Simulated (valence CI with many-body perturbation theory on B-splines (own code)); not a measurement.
# In35+: calculated level list

Level of theory: relativistic CI+MBPT: four valence electrons over a frozen Dirac-Fock core [Ne], radial functions for each j: 11 s, 11 p, 10 d, 8 f, 5 g, 2 h, with the one-electron correlation potential Σ1 (screened to all orders), the two-electron term Σ2, the three-electron term Σ3, Breit, model QED; selected single and double excitations, second order for the rest, scaled by the run's own slope (own B-spline code, finite nucleus).

No measured spectrum was set against this ion. As an estimate, large intervals hold to a few tenths of a per cent, small ones and those within an open d or f shell to about a per cent. Among the levels kept, up to 690 cm⁻¹ of a level comes from second order outside the variational space, and about a tenth of that is noise between levels of different J, which matters for small intervals.

Levels 1 to 45 of 174, with energies above the lowest level, (3s^2 3p1/2^2) J=0. "Leading %" is the weight of the configuration and term that name the level; weights of strongly mixed levels are sums over their largest components and can fall short. In the jj column 3d3/2^4 stands for four electrons in 3d with j = 3/2. Lifetimes count E1, E2, E3, M1 and M2 decay at the calculated energies, and are blank where another channel may lead or the interval is too uncertain; long ones can be off by a factor of two.

```csv
No.,Configuration,Term,J,E (cm⁻¹),Leading %,Second component,Lifetime,Leading jj
1,3s²3p²,³P,0,0,74,24 % 3s²3p² ¹S,,3s^2 3p1/2^2 (98 %)
2,3s²3p²,³P,1,363920,98,,1.54 μs,3s^2 3p1/2 3p3/2 (98 %)
3,3s²3p²,¹D,2,408990,57,41 % 3s²3p² ³P,429 μs,3s^2 3p1/2 3p3/2 (98 %)
4,3s²3p²,³P,2,805620,57,41 % 3s²3p² ¹D,775 ns,3s^2 3p3/2^2 (97 %)
5,3s²3p²,¹S,0,906020,73,24 % 3s²3p² ³P,468 ns,3s^2 3p3/2^2 (97 %)
6,3s3p³,⁵S°,2,1065800,48,34 % 3s3p³ ³P°,180 ps,3s 3p1/2^2 3p3/2 (88 %)
7,3s3p³,³D°,1,1208500,45,20 % 3s3p³ ³P°,18.1 ps,3s 3p1/2^2 3p3/2 (78 %)
8,3s3p³,³D°,2,1389400,42,34 % 3s3p³ ⁵S°,282 ps,3s 3p1/2 3p3/2^2 (77 %)
9,3s²3p3d,³F°,2,1402200,61,26 % 3s²3p3d ¹D°,3.50 ns,3s^2 3p1/2 3d3/2 (90 %)
10,3s3p³,³D°,3,1465100,74,16 % 3s²3p3d ³D°,313 ps,3s 3p1/2 3p3/2^2 (74 %)
11,3s²3p3d,³D°,1,1573500,42,24 % 3s3p³ ³P°,3.56 ps,3s^2 3p1/2 3d3/2 (49 %)
12,3s3p³,³P°,0,1573500,89,9 % 3s²3p3d ³P°,21.3 ps,3s 3p1/2 3p3/2^2 (89 %)
13,3s3p³,³D°,2,1604400,24,21 % 3s²3p3d ³F°,13.7 ps,3s^2 3p1/2 3d5/2 (43 %)
14,3s²3p3d,³F°,3,1613900,66,18 % 3s3p³ ³D°,19.1 ps,3s^2 3p1/2 3d5/2 (69 %)
15,3s3p³,³P°,1,1639500,30,24 % 3s²3p3d ³P°,5.71 ps,3s 3p1/2 3p3/2^2 (53 %)
16,3s3p³,¹D°,2,1687300,32,25 % 3s²3p3d ³D°,4.94 ps,3s 3p1/2 3p3/2^2 (40 %)
17,3s3p³,³S°,1,1716500,38,20 % 3s3p³ ¹P°,3.47 ps,3s 3p1/2 3p3/2^2 (83 %)
18,3s²3p3d,³P°,2,1872800,29,23 % 3s3p³ ³P°,232 ps,3s^2 3p3/2 3d5/2 (54 %)
19,3s²3p3d,³F°,4,1924900,98,,1.78 μs,3s^2 3p3/2 3d5/2 (98 %)
20,3s²3p3d,³P°,1,1953000,44,30 % 3s²3p3d ³D°,3.16 ps,3s^2 3p3/2 3d3/2 (79 %)
21,3s²3p3d,³D°,2,1954800,44,20 % 3s²3p3d ¹D°,2.58 ps,3s^2 3p3/2 3d3/2 (75 %)
22,3s²3p3d,³D°,3,1962200,44,25 % 3s²3p3d ¹F°,3.82 ps,3s^2 3p3/2 3d3/2 (72 %)
23,3s²3p3d,³P°,0,1968300,89,9 % 3s3p³ ³P°,3.62 ps,3s^2 3p3/2 3d3/2 (89 %)
24,3s²3p3d,¹P°,1,2105500,38,24 % 3s²3p3d ³P°,5.67 ps,3s^2 3p3/2 3d5/2 (61 %)
25,3s²3p3d,¹F°,3,2114600,62,34 % 3s²3p3d ³D°,4.76 ps,3s^2 3p3/2 3d5/2 (79 %)
26,3s3p²3d,⁵F,1,2120700,61,23 % 3s3p²3d ³D,92.0 ps,3s 3p1/2^2 3d3/2 (87 %)
27,3s3p³,³P°,2,2122100,25,22 % 3s²3p3d ³P°,3.89 ps,3s 3p3/2^3 (48 %)
28,3s3p²3d,⁵F,2,2142900,35,16 % 3s3p²3d ⁵D,100 ps,3s 3p1/2^2 3d3/2 (78 %)
29,3s3p³,¹P°,1,2232400,32,31 % 3s²3p3d ¹P°,2.85 ps,3s 3p3/2^3 (54 %)
30,3s3p²3d,⁵D,3,2257400,30,30 % 3s3p²3d ⁵F,30.3 ps,3s 3p1/2^2 3d5/2 (79 %)
31,3p⁴,³P,2,2275500,25,16 % 3s3p²3d ³P,23.5 ps,3s 3p1/2^2 3d5/2 (41 %)
32,3s3p²3d,³F,2,2410000,49,12 % 3s3p²3d ⁵D,26.8 ps,3s 3p1/2 3p3/2 3d3/2 (58 %)
33,3s3p²3d,⁵D,0,2410700,50,14 % 3s3p²3d ³P,33.9 ps,3s 3p1/2 3p3/2 3d3/2 (69 %)
34,3s3p²3d,⁵D,1,2429300,60,17 % 3s3p²3d ⁵F,138 ps,3s 3p1/2 3p3/2 3d3/2 (94 %)
35,3s3p²3d,⁵F,3,2449100,46,31 % 3s3p²3d ³F,69.9 ps,3s 3p1/2 3p3/2 3d3/2 (82 %)
36,3s3p²3d,⁵F,2,2461500,26,17 % 3s3p²3d ⁵D,10.0 ps,3s 3p1/2 3p3/2 3d3/2 (43 %)
37,3s3p²3d,⁵D,0,2461900,40,25 % 3p⁴ ¹S,11.8 ps,3p1/2^2 3p3/2^2 (45 %)
38,3s3p²3d,⁵F,4,2492300,76,12 % 3s3p²3d ³G,465 ps,3s 3p1/2 3p3/2 3d5/2 (60 %)
39,3s3p²3d,⁵D,4,2517800,49,40 % 3s3p²3d ³F,478 ps,3s 3p1/2 3p3/2 3d5/2 (59 %)
40,3s3p²3d,⁵P,3,2578200,51,24 % 3s3p²3d ³F,6.41 ps,3s 3p1/2 3p3/2 3d5/2 (52 %)
41,3s3p²3d,³F,2,2580300,45,17 % 3s3p²3d ⁵D,11.2 ps,3s 3p1/2 3p3/2 3d5/2 (54 %)
42,3s3p²3d,⁵F,5,2592700,65,35 % 3s3p²3d ³G,217 ps,3s 3p1/2 3p3/2 3d5/2 (90 %)
43,3s3p²3d,³P,2,2600300,29,16 % 3s3p²3d ³F,12.6 ps,3s 3p1/2 3p3/2 3d3/2 (41 %)
44,3s3p²3d,³P,1,2600800,39,20 % 3p⁴ ³P,23.6 ps,3s 3p1/2 3p3/2 3d5/2 (66 %)
45,3s3p²3d,⁵P,2,2623500,40,21 % 3s3p²3d ³D,3.99 ps,3s 3p1/2 3p3/2 3d3/2 (71 %)
```

The ionisation energy to 3s²3p ²P°1/2 of the next ion comes out as 2315.5 eV (NIST: 2317 ± 5 eV (semi-empirical)). All 174 levels together are meant to be complete up to 4199100 cm⁻¹.
